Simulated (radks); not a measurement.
Results of a calculation; reference values are marked as such.
Species: the zirconium ion Zr27+. Configuration: [Ne] 3s2 3p1. Level of theory: Dirac Kohn-Sham, BLYP, spin-unpolarised, spherical densities, finite nucleus; open shells fill j = l - 1/2 first; Fermi nuclear charge, rms radius 4.2694 fm (a radial shooting solver on a logarithmic mesh with Libxc functionals).

Radial electron density D(r) = 4 pi r^2 rho(r):

```
   r/bohr * D(r) (the largest magnitude, 57.3, reaches the edge; | marks zero)
 0.003761 |      *
 0.004207 |       *
 0.004705 |         *
 0.005221 |          *
 0.005839 |            *
 0.006531 |               *
 0.007247 |                 *
 0.008106 |                    *
 0.009067 |                       *
  0.01014 |                           *
  0.01125 |                              *
  0.01259 |                                 *
  0.01408 |                                     *
  0.01562 |                                        *
  0.01747 |                                           *
  0.01954 |                                             *
  0.02186 |                                               *
  0.02426 |                                               *
  0.02713 |                                               *
  0.03035 |                                               *
  0.03367 |                                             *
  0.03766 |                                           *
  0.04212 |                                         *
  0.04712 |                                       *
  0.05228 |                                      *
  0.05848 |                                      *
  0.06541 |                                        *
  0.07258 |                                          *
  0.08118 |                                              *
   0.0908 |                                                  *
   0.1016 |                                                     *
   0.1127 |                                                      *
    0.126 |                                                     *
    0.141 |                                                *
   0.1564 |                                          *
    0.175 |                                  *
   0.1957 |                          *
   0.2189 |                   *
   0.2429 |              *
   0.2717 |            *
   0.3039 |          *
   0.3372 |          *
   0.3771 |         *
   0.4218 |        *
   0.4718 |      *
   0.5236 |    *
   0.5856 |  *
    0.655 |*
   0.7268 |*
   0.8129 *
   0.9093 *
    1.017 *
    1.128 *
    1.262 *
```

D(r) has 2 maxima, at r = 0.0257, 0.113 bohr, and minima at 0.0549 bohr, inside which lie 2.11 electrons.
